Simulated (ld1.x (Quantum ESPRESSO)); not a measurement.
## lead (Pb), TM semilocal: configuration errors across variants

lead (Pb), norm-conserving Troullier–Martins (semilocal form), made with ld1.x (Quantum ESPRESSO) 7.5 (PBE, scalar-relativistic). Core [Xe] 4f14, reference 5d10 6s2 6p0 (charge +2). Waves: 6s (bound): rc 1.70 bohr; 5d (bound): rc 1.45 bohr; 6p (bound, empty): rc 2.25 bohr. Local part: the p channel. Core correction: none.

All-electron excitation energies from the reference (eV): (1) 5d10 6s2 6p2 -20.020; (2) 5d10 6s2 6p1 -13.445; (3) 5d10 6s1 6p0 32.410; (4) 5d10 6s2 6p1.5 -17.528; (5) 5d10 6s1 6p2 -3.917; (6) 5d10 6s1 6p3 -11.284; (7) 5d9 6s2 6p3 -0.695.

In the semilocal form every listed channel keeps its own potential, so the choice of the local channel does not act on these tests. It acts once the file is put into the separable form.

A semilocal file is local in each channel, so a ghost entry of none says nothing of the separable form that plane-wave codes build from it.

4 further variants failed, have other tests or too few solved ones, and are left out.

A true bound ghost makes a file unfit for plane-wave use even where its test errors are small: the radial tests pick states by their node count and pass the ghost by.

Errors AE − PS in meV (a dash: test not solved or not reliable):

```csv
change,(1),(2),(3),(4),(5),(6),(7),bound ghosts
base,+23,+11,+4.7,+17,+1.6,+9.5,-185,none
"all radii scaled by about 0.81 (s 1.38, p 1.84, d 1.18 bohr)",+73,+30,+57,+53,+118,+152,+167,s
wave 6p (bound): rc 2.25 bohr becomes 6p (bound): rc 1.82 bohr,+39,+16,+4.7,+28,+12,+32,-41,none
local potential the d channel,+23,+11,+4.7,+17,+1.6,+9.5,-185,none
core correction a·sin(br)/r model core inside 0.68 bohr,+6.3,+4.3,-18,+5.3,-7.6,-8.0,-248,none
wave 5d (bound): rc 1.45 bohr becomes 5d (bound): rc 1.34 bohr,+23,+11,+4.7,+17,+1.5,+9.5,-184,none
```

Question: Give the same row for: wave 6s (bound): rc 1.70 bohr becomes 6s (bound): rc 1.62 bohr.

Answer: +22, +11, +5.8, +17, +0.4, +7.8, -182; bound ghosts: none.
